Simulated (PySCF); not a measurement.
Stepwise substitution at one centre (B NH2-H). Isolated molecules, 0 K electronic values unless said otherwise. Strings in code marks are SMILES.

The S1–T1 gap (TDA) from two functionals at the same geometries (B3LYP-D3(BJ)/def2-TZVP), both in PySCF: PBE-D3(BJ)/def2-TZVP and M06-2X/def2-TZVP. Excitations are Tamm–Dancoff values on a coarser integration grid. The basis has no diffuse functions, so Rydberg states are missing or too high.

| species | M06-2X/def2-TZVP (eV) |
|---|---|
| 0 of 3 NH2 replaced by H (`NB(N)N`) | 0.24 |
| 1 of 3 NH2 replaced by H (`NBN`) | 0.22 |
| 2 of 3 NH2 replaced by H | 0.98 |

### Question
What does PBE-D3(BJ)/def2-TZVP give for each?

### Answer

- 0 of 3 NH2 replaced by H (`NB(N)N`): 0.19
- 1 of 3 NH2 replaced by H (`NBN`): 0.24
- 2 of 3 NH2 replaced by H: 1.20
Over these rows, drawn at random from the members with no instability flagged (it was tested for open shells, ions and some series alone), PBE minus M06-2X: mean +0.06 eV, from -0.06 eV to +0.21 eV.
